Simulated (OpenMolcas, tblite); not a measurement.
SiHCl2OF (SMILES O[Si](F)(Cl)Cl): the HOMO–LUMO gap, rung by rung

SiHCl2OF has 6 atoms, charge 0, and is taken as a singlet. SMILES: `O[Si](F)(Cl)Cl`. The coordinates come from a PBE0-D4/def2-TZVP relaxation. This is one conformer, not always the lowest.

Each level gives the HOMO–LUMO gap (eV). The values are calculated.

```tsv
level	kind	program	value (eV)	CPU time
IPEA1-xTB	semi-empirical	tblite	6.85	under 2 s
HF/def2-SVP	Hartree–Fock	OpenMolcas	17.06	5.3 s
SVWN5/def2-SVP	LDA	OpenMolcas	7.45	12 s
BLYP/def2-SVP	GGA	OpenMolcas	7.36	14 s
revPBE/def2-SVP	GGA	OpenMolcas	7.60	14 s
M06-L/def2-SVP	meta-GGA	OpenMolcas	8.46	18 s
M06-2X/def2-SVP	hybrid meta-GGA	OpenMolcas	12.31	18 s
PBE0/def2-SVP	global hybrid	OpenMolcas	10.10	14 s
B2PLYP/def2-SVP	double hybrid	OpenMolcas	12.59	11 s
```

The values span 6.85 to 17.06 eV. Orbital gaps aren't excitation energies, and those of double hybrids come from the SCF part alone; they tend to grow with the share of exact exchange. Times are those of the runs behind each value, whatever else they computed, on shared processors of several kinds: orders of magnitude only.
